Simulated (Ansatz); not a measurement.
`FC(F)(Br)Br` + H₂ → `FC(Br)Br` + H–F at 500 K and 1 bar (hydrogenolysis of a C–F bond).

Calculated with Ansatz (gas phase, PBE0-D4/def2-TZVP geometries, no zero-point term in ΔE). CCSD(T)/CBS adds triple-zeta CCSD(T) − MP2 to the extrapolated MP2 energy (def2 sets, frozen cores). This one scheme is used for every species. For Br outer-core shells are correlated without core-valence functions, which leaves a few kJ/mol of doubt a bond. Scalar relativity is left out up to krypton.

| species | CCSD(T)/CBS energy (Eh) | H − E (kJ/mol) | S (J/(mol·K)) |
| --- | --- | --- | --- |
| `FC(F)(Br)Br` | -5384.24745 | 64.8 | 368.5 |
| H₂ | -1.17544 | 41.0 | 145.5 |
| `FC(Br)Br` | -5285.06130 | 82.7 | 353.7 |
| H–F | -100.39570 | 39.4 | 188.7 |

H − E and S are ideal-gas, rigid-rotor, harmonic terms from PBE0-D4/def2-TZVP. The MP2-based limit puts H₂ 0.8 mEh under its directly extrapolated value; such offsets cancel only in part. 1 Eh = 2625.50 kJ/mol, R = 8.31446 J/(mol·K).

Problem. By hand: ΔE, ΔH, ΔS and ΔG.

Solution. ΔE = (-5285.06130) + (-100.39570) − (-5384.24745) − (-1.17544) = -0.03411 Eh = -89.6 kJ/mol. Δ(H − E) = 82.7 + 39.4 − 64.8 − 41.0 = 16.3, so ΔH = -73.3 kJ/mol. ΔS = 353.7 + 188.7 − 368.5 − 145.5 = 28.4 J/(mol·K). ΔG = -73.3 − 500 × (28.4)/1000 = -87.5 kJ/mol.

Problem. By hand: the equilibrium constant, and the temperature at which ΔG would vanish if ΔH and ΔS stayed fixed.

Solution. log₁₀ K = −ΔG/(RT ln 10) = 9.1. ΔH and −TΔS have one sign here, so there is no such temperature.

ΔH outweighs TΔS. A doubt of 5 kJ/mol in ΔE shifts log₁₀ K by 0.5 here. These are equilibria of isolated gas molecules and say nothing of rates. Largest T1 diagnostic: 0.010 (customary marks: 0.02 for closed shells, 0.045 for open ones).
